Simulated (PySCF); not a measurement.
# Dipole moment and polarisability of `[H]/N=C(/CC#C[SiH3])C(=O)O`

Compound: C5H7NO2Si.
Cartesian coordinates in Å at the GFN2-xTB level; atoms count from 1:
```
atom  x, y, z in Å
N1    -1.886   -1.486   -1.129
C2    -1.374   -1.056   -0.066
C3    -0.079   -1.614    0.446
C4     0.943   -0.589    0.315
C5     1.765    0.282    0.188
Si6    3.048    1.600    0.022
C7    -1.968    0.036    0.798
O8    -1.702    0.217    1.957
O9    -2.865    0.770    0.130
H10   -2.751   -1.029   -1.412
H11    0.193   -2.496   -0.136
H12   -0.187   -1.870    1.503
H13    4.067    1.136   -0.922
H14    3.635    1.843    1.342
H15    2.389    2.807   -0.482
H16   -3.238    1.459    0.702
```

Level: CAM-B3LYP/def2-SVPD (PySCF), static field, nuclei fixed, core orbitals frozen in the response. The polarisability tensor in these axes (au):

```
x   112.39  15.91   4.81
y    15.91  97.31   4.97
z     4.81   4.97  87.94
```

**Question.** Diagonalise the tensor; give its mean and Δα, where Δα² is half the sum of the squared differences of the eigenvalues.

**Answer.** Principal values 85.33, 88.58 and 123.72 au; mean 99.21 au = 14.70 Å³ = 16.36 × 10⁻⁴⁰ C²·m²/J; Δα = 36.87 au (37 % of the mean).

**Question.** What is the dipole moment, and where does it point?

**Answer.** (-1.46, 0.95, -0.09) D, 1.74 D in size, pointing from the negative to the positive side. Measured along this direction, the outermost atoms are H13 at the negative end and H16 at the positive end.

**Question.** Directions of the eigenvectors, and the extent of the frame along each?

**Answer.** Largest value along (0.83, 0.53, 0.18), where the nuclei span 7.31 Å; middle along (-0.52, 0.58, 0.63), 4.98 Å; least along (0.23, -0.62, 0.75), 3.79 Å. The response follows the extents in order.

**Question.** What would n − 1 = 2πNα be for an ideal gas of these molecules at 298.15 K and 1 atm, electronic part alone?

**Answer.** N = p/kT = 2.4615 × 10¹⁹ cm⁻³, so n − 1 = 2π × N × 14.70 × 10⁻²⁴ cm³ = 2274 × 10⁻⁶ at long wavelengths, for an ideal gas.

**Question.** What depolarisation ratio follows for Rayleigh scattering of linearly polarised light, taking the static tensor?

**Answer.** ρ = 3Δα²/(45ᾱ² + 4Δα²) = 4078.4/(442955 + 5437.9) = 0.0091.

**Question.** Give the eigenvalues of the traceless quadrupole moment Θ = ½Σq(3rr − r²1), origin at the centre of nuclear charge.

**Answer.** -14.09, 1.42, 12.66 D·Å. The values depend on the origin, since the dipole doesn't vanish. The electronic extent ⟨r²⟩ about the same centre is 1953 bohr², a root-mean-square distance of 2.72 Å for the 74 electrons.

Isolated species at its GFN2-xTB geometry (one conformer only). GFN2-xTB frequencies show an imaginary mode (29i cm⁻¹), so this geometry is no minimum at that level.
